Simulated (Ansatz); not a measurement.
Born–Oppenheimer molecular dynamics of ClH5W (7 atoms, charge 0, multiplicity 1). It starts from a relaxed structure.

These are results of RKS revPBE-D4/def2-SVP (Ansatz 0.2.0), not measurements.

* ensemble: NVE (velocity Verlet)
* time step: 0.5 fs
* steps asked: 150
* starting velocities drawn for: 2000 K
* masses: H 10 u
* seed: 18517

Frames 0.5 fs apart, positions in Å, forces in eV/Å.

Velocities at 55 fs (Å/ps):

```
W 1.40 0.22 2.10
Cl -3.06 -0.78 -12.68
H 11.57 2.43 -13.89
H -4.32 13.06 -4.68
H -4.26 -5.25 15.03
H -9.06 -7.01 3.76
H -8.76 -4.46 6.23
```

```xyz
7
Properties=species:S:1:pos:R:3:forces:R:3 time_fs=55 energy_less_start_eV=0.350 T=1458
W 0.126 0.016 0.524 -1.42 0.33 -0.97
Cl -0.312 -0.051 2.900 0.43 0.02 -0.92
H 0.928 -0.025 -1.031 0.52 -0.02 0.35
H -0.300 1.443 -0.399 0.25 -0.67 0.49
H -1.473 0.182 0.003 0.25 -0.32 0.31
H -0.071 -1.576 -0.149 -0.18 0.58 0.25
H -0.287 -0.143 -1.145 0.15 0.09 0.48
7
Properties=species:S:1:pos:R:3:forces:R:3 time_fs=55.5 energy_less_start_eV=0.351 T=1457
W 0.126 0.017 0.525 -1.38 0.36 -1.17
Cl -0.314 -0.052 2.894 0.42 0.01 -0.86
H 0.934 -0.023 -1.038 0.45 -0.03 0.45
H -0.302 1.449 -0.401 0.26 -0.74 0.54
H -1.475 0.179 0.010 0.26 -0.31 0.31
H -0.075 -1.579 -0.147 -0.18 0.62 0.27
H -0.292 -0.145 -1.142 0.16 0.09 0.47
7
Properties=species:S:1:pos:R:3:forces:R:3 time_fs=56 energy_less_start_eV=0.353 T=1453
W 0.127 0.017 0.527 -1.34 0.38 -1.37
Cl -0.315 -0.052 2.887 0.41 0.01 -0.80
H 0.940 -0.022 -1.045 0.38 -0.03 0.54
H -0.304 1.456 -0.403 0.27 -0.81 0.58
H -1.477 0.177 0.018 0.28 -0.31 0.30
H -0.080 -1.582 -0.145 -0.17 0.66 0.29
H -0.296 -0.148 -1.139 0.17 0.10 0.45
7
Properties=species:S:1:pos:R:3:forces:R:3 time_fs=56.5 energy_less_start_eV=0.358 T=1447
W 0.128 0.017 0.528 -1.30 0.40 -1.56
Cl -0.317 -0.052 2.881 0.40 0.01 -0.73
H 0.946 -0.021 -1.051 0.32 -0.03 0.63
H -0.306 1.462 -0.405 0.28 -0.87 0.62
H -1.479 0.174 0.026 0.29 -0.30 0.30
H -0.085 -1.585 -0.143 -0.16 0.69 0.31
H -0.300 -0.150 -1.135 0.18 0.10 0.43
7
Properties=species:S:1:pos:R:3:forces:R:3 time_fs=57 energy_less_start_eV=0.363 T=1438
W 0.128 0.017 0.529 -1.26 0.42 -1.74
Cl -0.318 -0.053 2.874 0.39 0.01 -0.66
H 0.952 -0.020 -1.058 0.25 -0.04 0.71
H -0.308 1.468 -0.407 0.29 -0.93 0.66
H -1.481 0.171 0.033 0.30 -0.30 0.29
H -0.089 -1.588 -0.141 -0.15 0.73 0.32
H -0.305 -0.152 -1.132 0.18 0.11 0.42
7
Properties=species:S:1:pos:R:3:forces:R:3 time_fs=57.5 energy_less_start_eV=0.371 T=1427
W 0.129 0.017 0.529 -1.21 0.43 -1.91
Cl -0.320 -0.053 2.868 0.37 0.01 -0.59
H 0.959 -0.019 -1.064 0.19 -0.04 0.79
H -0.310 1.473 -0.409 0.30 -0.99 0.69
H -1.483 0.168 0.041 0.30 -0.29 0.28
H -0.094 -1.591 -0.139 -0.14 0.76 0.34
H -0.309 -0.154 -1.128 0.19 0.11 0.40
7
Properties=species:S:1:pos:R:3:forces:R:3 time_fs=58 energy_less_start_eV=0.379 T=1414
W 0.130 0.017 0.530 -1.17 0.45 -2.08
Cl -0.321 -0.054 2.861 0.36 0.00 -0.51
H 0.965 -0.018 -1.070 0.14 -0.04 0.87
H -0.312 1.478 -0.410 0.30 -1.04 0.72
H -1.485 0.165 0.049 0.31 -0.29 0.27
H -0.099 -1.594 -0.137 -0.14 0.79 0.35
H -0.313 -0.156 -1.125 0.19 0.12 0.38
7
Properties=species:S:1:pos:R:3:forces:R:3 time_fs=58.5 energy_less_start_eV=0.388 T=1400
W 0.130 0.017 0.531 -1.12 0.46 -2.24
Cl -0.322 -0.054 2.854 0.34 0.00 -0.44
H 0.971 -0.016 -1.076 0.09 -0.05 0.94
H -0.313 1.484 -0.412 0.31 -1.08 0.75
H -1.486 0.162 0.057 0.32 -0.28 0.27
H -0.104 -1.596 -0.134 -0.13 0.82 0.36
H -0.317 -0.158 -1.121 0.19 0.12 0.36
7
Properties=species:S:1:pos:R:3:forces:R:3 time_fs=59 energy_less_start_eV=0.398 T=1384
W 0.131 0.017 0.532 -1.07 0.48 -2.39
Cl -0.324 -0.054 2.848 0.33 0.00 -0.36
H 0.977 -0.015 -1.082 0.04 -0.05 1.01
H -0.315 1.489 -0.413 0.31 -1.13 0.78
H -1.488 0.159 0.065 0.32 -0.27 0.26
H -0.108 -1.598 -0.132 -0.12 0.85 0.38
H -0.321 -0.160 -1.117 0.19 0.13 0.33
7
Properties=species:S:1:pos:R:3:forces:R:3 time_fs=59.5 energy_less_start_eV=0.409 T=1368
W 0.131 0.018 0.533 -1.02 0.49 -2.54
Cl -0.325 -0.055 2.841 0.31 0.00 -0.27
H 0.984 -0.014 -1.087 -0.01 -0.06 1.07
H -0.317 1.493 -0.414 0.31 -1.17 0.80
H -1.489 0.155 0.073 0.33 -0.27 0.25
H -0.113 -1.600 -0.129 -0.11 0.87 0.39
H -0.325 -0.162 -1.113 0.19 0.13 0.31
7
Properties=species:S:1:pos:R:3:forces:R:3 time_fs=60 energy_less_start_eV=0.420 T=1351
W 0.132 0.018 0.534 -0.96 0.50 -2.68
Cl -0.326 -0.055 2.834 0.29 -0.01 -0.19
H 0.990 -0.013 -1.093 -0.05 -0.06 1.13
H -0.318 1.498 -0.415 0.32 -1.20 0.82
H -1.491 0.152 0.082 0.33 -0.26 0.24
H -0.118 -1.602 -0.127 -0.11 0.89 0.39
H -0.329 -0.164 -1.109 0.19 0.14 0.29
7
Properties=species:S:1:pos:R:3:forces:R:3 time_fs=60.5 energy_less_start_eV=0.431 T=1333
W 0.132 0.018 0.535 -0.91 0.51 -2.81
Cl -0.328 -0.056 2.828 0.27 -0.01 -0.10
H 0.996 -0.012 -1.098 -0.09 -0.06 1.18
H -0.320 1.502 -0.415 0.32 -1.24 0.84
H -1.492 0.149 0.090 0.33 -0.26 0.23
H -0.123 -1.604 -0.124 -0.10 0.91 0.40
H -0.333 -0.166 -1.105 0.19 0.14 0.26
```

Of the whole run (75 fs, mean temperature of the second half 1125 K): The conserved energy stayed within 0.066 meV per atom of its start (net change 0.041 meV per atom), so the integration is sound. Over the second half the temperature averaged 0.56 of the 2000 K drawn at the start: a run that starts near a minimum puts about half its kinetic energy into the potential. A run of 0.075 ps of so small a system gives no equilibrium averages.

Run time: 5.8 min on 1 thread of Arm Neoverse V2, with other jobs on the host, peak memory 0.14 GiB.
